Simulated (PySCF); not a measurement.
Static response to an electric field

Species: C4H8SSi2.
SMILES with atom numbers: `[CH2:1]=[CH:2][Si@@H:3]([SH:4])[C:5]#[C:6][SiH3:7]` (hydrogens: H8, H9 on C1; H10 on C2; H11 on Si3; H12 on S4; H13, H14, H15 on Si7)

Geometry (GFN2-xTB, Å), atoms numbered from 1 in this order:
```xyz
15
C4H8SSi2 angstrom
C     -1.865    1.735    0.124
C     -2.304    0.533    0.462
Si    -1.187   -0.940    0.818
S     -1.872   -2.644   -0.340
C      0.542   -0.537    0.303
C      1.665   -0.276   -0.070
Si     3.382    0.113   -0.644
H     -0.811    1.944    0.026
H     -2.531    2.561   -0.071
H     -3.373    0.373    0.544
H     -1.262   -1.422    2.192
H     -1.772   -2.067   -1.528
H      3.850    1.282    0.105
H      4.224   -1.055   -0.384
H      3.312    0.408   -2.077
```

Level: CAM-B3LYP/def2-SVPD (PySCF), static field, nuclei fixed, core orbitals frozen in the response. The polarisability tensor in these axes (au):

```
x   146.18  11.87  -9.10
y    11.87 125.11  -0.81
z    -9.10  -0.81  95.98
```

**Question.** Give the principal values, the mean and the anisotropy Δα = √{½[(α1 − α2)² + (α2 − α3)² + (α1 − α3)²]}.

**Answer.** Principal values 94.33, 120.12 and 152.83 au; mean 122.42 au = 18.14 Å³ = 20.18 × 10⁻⁴⁰ C²·m²/J; Δα = 50.78 au (41 % of the mean).

**Question.** What is the dipole moment, and where does it point?

**Answer.** (0.57, 1.96, -0.30) D, 2.07 D in size, pointing from the negative to the positive side. Measured along this direction, the outermost atoms are S4 at the negative end and H13 at the positive end.

**Question.** What are the principal values of the traceless quadrupole moment, Θ = ½Σq(3rr − r²1), about the centre of nuclear charge?

**Answer.** -6.78, 0.20, 6.58 D·Å. The values depend on the origin, since the dipole doesn't vanish. The electronic extent ⟨r²⟩ about the same centre is 2092 bohr², a root-mean-square distance of 2.78 Å for the 76 electrons.

**Question.** Give the principal axes and the span of the nuclei along them.

**Answer.** Largest value along (0.91, 0.39, -0.15), where the nuclei span 6.98 Å; middle along (-0.38, 0.92, 0.11), 5.92 Å; least along (0.18, -0.04, 0.98), 3.72 Å. The response follows the extents in order.

**Question.** In a dilute gas of rigid molecules at 350 K, how does the orientational term μ²/3kT compare with the electronic polarisability?

**Answer.** In Gaussian units μ²/3kT = 29.47 Å³ against 18.14 Å³, a ratio of 1.62; the Debye molar polarisation (4π/3)N_A(α + μ²/3kT) is 120.1 cm³/mol, leaving out the vibrational part.

**Question.** Rayleigh depolarisation ratio (linearly polarised light, static tensor)?

**Answer.** ρ = 3Δα²/(45ᾱ² + 4Δα²) = 7737.1/(674436 + 10316.1) = 0.0113.

**Question.** What molar refraction does this α imply?

**Answer.** Lorentz–Lorenz: R = (4π/3)N_A α = 2.5225 cm³/(mol·Å³) × 18.14 Å³ = 45.8 cm³/mol, in the limit of long wavelengths.

Isolated species at its GFN2-xTB geometry (one conformer only). GFN2-xTB frequencies show an imaginary mode (26i cm⁻¹), so this geometry is no minimum at that level.
